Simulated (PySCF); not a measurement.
Gas-phase reaction: 2 SnHF₃ + H₂ ⇌ 2 SnH₂ + 6 F, at 1000 K and a standard pressure of 1 bar. Level: r2SCAN/def2-TZVP†.

Energies from PySCF, thermal terms from the rigid-rotor harmonic-oscillator model, ideal gas at 1 bar. † marks an energy on the PBE0/def2-TZVP geometry and frequencies. Open shells (unrestricted): F (multiplicity 2, electronic degeneracy 6); the rest are closed-shell singlets. Spin-orbit splitting is ignored; it lowers the true energy and changes the entropy of F. Sn: scalar-relativistic def2 core potential, no spin-orbit coupling. SnHF₃, SnH₂: computed as isolated molecules; such fragments, hydroxides, amides, oligomers or adducts are transient or little studied in the gas. The harmonic model lacks anharmonicity and excited electronic states, which grow with temperature; levels with a mode under 35 cm⁻¹ are left out.

```
species      E (Ha)  H(1000 K) − E (kJ/mol)  S°(1000 K) (J/mol/K)
-------  ----------  ----------------------  --------------------
SnHF₃    -514.61730                   116.1                 423.2
H₂         -1.17106                    55.6                 165.8
SnH₂     -215.53208                    66.9                 281.6
F         -99.72765                    20.8                 185.6
```
E: electronic energy; H − E holds the zero-point and thermal terms. 1 Ha = 2625.5 kJ/mol.

Work out ΔH°, ΔS°, ΔG° and log10 K from these numbers.

1. ΔE = 2×(-215.53208) + 6×(-99.72765) − 2×(-514.61730) − 1×(-1.17106) = 0.97560 Ha = 2561.4 kJ.
2. Δ(H − E) = 2×(66.9) + 6×(20.8) − 2×(116.1) − 1×(55.6) = -29.2 kJ, so ΔH° = 2532.2 kJ.
3. ΔS° = 2×(281.6) + 6×(185.6) − 2×(423.2) − 1×(165.8) = 664.6 J/K; the number of gas molecules changes by +5.
4. ΔG° = ΔH° − TΔS° = 2532.2 − 1000×(664.6)/1000 = 1867.6 kJ.
5. log10 K = −ΔG°/(RT ln 10) = -97.58, with RT ln 10 = 19.14 kJ/mol; at standard pressures the reactants are favoured.
6. A shift of 10 kJ in ΔE would move log10 K by 0.52 here.
For scale, ΔH°(298 K) is 2534 kJ at this level, 2503 kJ at ωB97M-V/def2-TZVP†, and runs from 1698 to 2995 kJ over the 18 levels computed.
